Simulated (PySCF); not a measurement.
Al(Me)3 cation (C3H9Al), SMILES [CH3][Al]([CH3])[CH3] (connectivity only; charge and spin as stated), charge +1, multiplicity 2.

Coordinates come from a B3LYP-D3(BJ)/def2-SVP optimisation. The multiplicity is an assumed one; no other spin state was optimised. The isomer is the one that the SMILES or the coordinates give; other isomers of the formula were not compared.

Computed with PySCF 2.14.0 with B3LYP-D3(BJ)/def2-SVP.

Frequencies are harmonic and unscaled.

### Question
Estimate the vibrational spectrum. (Estimate from the structure and the level; the computed values follow.)

### Answer

```csv
mode,ν (cm⁻¹),IR (km/mol),moving atoms (share of kinetic energy)
1,18,0.5,H 94 %
2,47,0.3,H 94 %
3,73,2.5,"H 61 %, C 32 %"
4,79,2.2,"H 60 %, C 32 %, Al 8 %"
5,147,7.7,"C 44 %, H 33 %, Al 23 %"
6,155,6.3,"Al 50 %, H 32 %, C 19 %"
7,271,7.8,"C 55 %, H 25 %, Al 21 %"
8,398,10.4,"H 87 %, C 10 %"
9,420,3.6,H 92 %
10,534,0.9,"C 75 %, H 19 %"
11,590,6.9,"H 86 %, C 14 %"
12,593,0.9,"H 86 %, C 14 %"
13,714,53.9,"H 49 %, C 28 %, Al 23 %"
14,717,59.4,"H 54 %, C 26 %, Al 20 %"
15,734,119.9,"H 54 %, C 26 %, Al 20 %"
16,992,7.3,"H 84 %, C 16 %"
17,1160,24.1,"H 83 %, C 17 %"
18,1209,4.7,"H 83 %, C 17 %"
19,1358,14.0,"H 91 %, C 9 %"
20,1376,13.1,H 93 %
21,1386,0.3,H 93 %
22,1395,12.7,H 95 %
23,1400,13.3,H 95 %
24,1412,1.9,H 96 %
25,3013,16.1,H 97 %
26,3018,10.6,H 97 %
27,3037,30.5,H 99 %
28,3115,3.1,"H 91 %, C 9 %"
29,3118,21.1,"H 91 %, C 9 %"
30,3125,4.4,"H 91 %, C 9 %"
31,3139,6.0,"H 91 %, C 9 %"
32,3210,17.5,"H 89 %, C 11 %"
33,3248,6.0,"H 89 %, C 11 %"
```
